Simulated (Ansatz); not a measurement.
Basis-set extrapolation for C2H6AlB (`[AlH2][B]1CC1`) (PBE0-D4/def2-TZVP geometry, frozen core, Ansatz). Multiplicity 1, RHF reference.

|  | def2-TZVPP | def2-QZVPP |
| --- | --- | --- |
| HF | -345.795347 | -345.806963 |
| MP2 correlation | -0.508534 | -0.541446 |
| CCSD(T) correlation | -0.576758 | not run |

Energies in hartree. Use E(X) = E(∞) + A·exp(−7.88·√X) for Hartree–Fock and E(X) = E(∞) + B·X^(−2.97) for correlation, with X = 3 and 4, and add CCSD(T) minus MP2 of the smaller set to the MP2 limit.

Task: What is the CCSD(T) energy at the basis-set limit?

Result: HF limit: -345.806963 + (-0.011616) × 0.13774 = -345.80856. MP2 limit: -0.541446 + (-0.032912) × 0.74074 = -0.56583. Higher-order term: -0.576758 − (-0.508534) = -0.06822. Total: -346.44261 hartree, 1.92 eV below CCSD(T)/def2-TZVPP.
